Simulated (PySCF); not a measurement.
Species: C₅H₇PSi.
SMILES with atom numbers: `[SiH3:1][c:2]1[cH:3][cH:4][cH:5][cH:6][p:7]1` (hydrogens: H8, H9, H10 on Si1; H11 on C3; H12 on C4; H13 on C5; H14 on C6)

Computed, not measured: PBE/def2-SVP geometry optimisation, gas phase in PySCF 2.14.0.

(1) Give the optimised bond lengths and angles.

Answers

(1) 
```json
{"bond": "Si1–C2", "length (Å)": "1.896"}
{"bond": "C2–C3", "length (Å)": "1.409"}
{"bond": "C3–C4", "length (Å)": "1.406"}
{"bond": "C4–C5", "length (Å)": "1.405"}
{"bond": "C5–C6", "length (Å)": "1.401"}
{"bond": "C6–P7", "length (Å)": "1.751"}
{"bond": "C2–P7", "length (Å)": "1.766"}
{"bond": "Si1–H8, Si1–H9, Si1–H10", "length (Å)": "1.506"}
{"bond": "C3–H11", "length (Å)": "1.105"}
{"bond": "C4–H12", "length (Å)": "1.101"}
{"bond": "C5–H13", "length (Å)": "1.103"}
{"bond": "C6–H14", "length (Å)": "1.104"}
```

Bonds in one row agree within 0.01 Å and their mean is given. A selection of angles:
```json
{"angle": "C2–Si1–H8", "degrees": "111.3"}
{"angle": "C2–Si1–H9", "degrees": "108.6"}
{"angle": "H8–Si1–H9", "degrees": "108.9"}
{"angle": "H8–Si1–H10", "degrees": "107.8"}
{"angle": "Si1–C2–C3", "degrees": "119.8"}
{"angle": "Si1–C2–P7", "degrees": "117.0"}
{"angle": "C3–C2–P7", "degrees": "123.2"}
{"angle": "C2–C3–C4", "degrees": "124.4"}
{"angle": "C2–C3–H11", "degrees": "118.5"}
{"angle": "C4–C3–H11", "degrees": "117.1"}
{"angle": "C3–C4–C5", "degrees": "122.9"}
{"angle": "C3–C4–H12", "degrees": "118.4"}
{"angle": "C5–C4–H12", "degrees": "118.7"}
{"angle": "C4–C5–C6", "degrees": "123.0"}
{"angle": "C4–C5–H13", "degrees": "118.2"}
{"angle": "C6–C5–H13", "degrees": "118.8"}
{"angle": "C5–C6–P7", "degrees": "125.3"}
{"angle": "C5–C6–H14", "degrees": "118.3"}
{"angle": "P7–C6–H14", "degrees": "116.5"}
{"angle": "C2–P7–C6", "degrees": "101.3"}
```

Si1 (SiH3 silicon) is tetrahedral (angles from 107.8° to 111.3°). The 6-membered ring C2–C3–C4–C5–C6–P7 has internal angles of 101.3° to 125.3°; it is planar, 0.00 Å rms from its mean plane, widest ring torsion 0°. The 7 heavy atoms lie in one plane (0.001 Å rms).

Point group: Cs (tolerance 0.08 Å). PBE/def2-SVP frequencies: not computed here.
